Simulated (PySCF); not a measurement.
## Trend along group 15: MLi molecules

CCSD(T) with triple-zeta basis sets in PySCF, for the lowest determinant that a PBE0 search found; no spin–orbit coupling. De refers to high-spin ground-configuration atoms.

| M | basis | reference, frozen orbitals | state (unpaired electrons) | Re (Å) | ωe (cm⁻¹) | De (eV) |
| --- | --- | --- | --- | --- | --- | --- |
| N | x2c-TZVPPall | UHF, 1 | triplet (π ↑↑) | 1.870 | 666 | 1.36 |
| P | x2c-TZVPPall | UHF, 5 | triplet (π ↑↑) | 2.334 | 489 | 1.55 |
| As | pcseg-2 | UHF, 9 | triplet (π ↑↑) | 2.413 | 444 | 1.58 |

The shortest bond is that of LiN (1.870 Å), the longest that of LiAs (2.413 Å).

The rows differ in basis set, which adds steps of its own.

Down a group the atoms grow and get heavier, so bonds lengthen and wavenumbers fall; this series shows no clear exception.

Correlated steps freeze the inner cores (1 to 9 orbitals); shallow outer-core shells are correlated. Spin–orbit coupling is left out. States were picked by a PBE0 search and need not be the measured ground states.
